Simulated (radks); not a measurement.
Results of a calculation; reference values are marked as such.
These are the eigenvalues of the occupied orbitals of an atom or ion with whole-number occupations (eV). Level of theory: scalar-relativistic Kohn-Sham, PBE, spin-polarised, spherical densities, point nucleus (a radial shooting solver on a logarithmic mesh with Libxc functionals).

orbital  eigenvalue
1s up     -51864.23
1s down   -51864.22
2s up     -8598.959
2s down   -8598.919
2p up     -7640.544
2p down   -7640.513
3s up     -1909.500
3s down   -1907.650
3p up     -1613.983
3p down   -1612.139
3d up     -1228.995
3d down   -1227.584
4s up     -381.6077
4s down   -377.3777
4p up     -284.3432
4p down   -280.1468
4d up     -150.9089
4d down   -146.7518
5s up      -50.9408
5s down    -48.6879
5p up      -28.0169
5p down    -26.3449
4f up       -6.8831
4f down     -3.2672
6p up       -2.5837

Which element is it, and in what charge state? The configuration may be excited. Open shells, if any, are filled with parallel spins first.

Answer. Z = 65, terbium, charge 0: Tb in [Xe] 4f9 6p2. The list shows which subshells hold electrons but not how many an open one holds; the 1s level, -1906 hartree, gives Z - s = 61.7 by -(Z - s)^2/2, which with screening and relativity narrows Z to a few neighbours, and the depths of the outer levels then fix element, charge and occupations together.
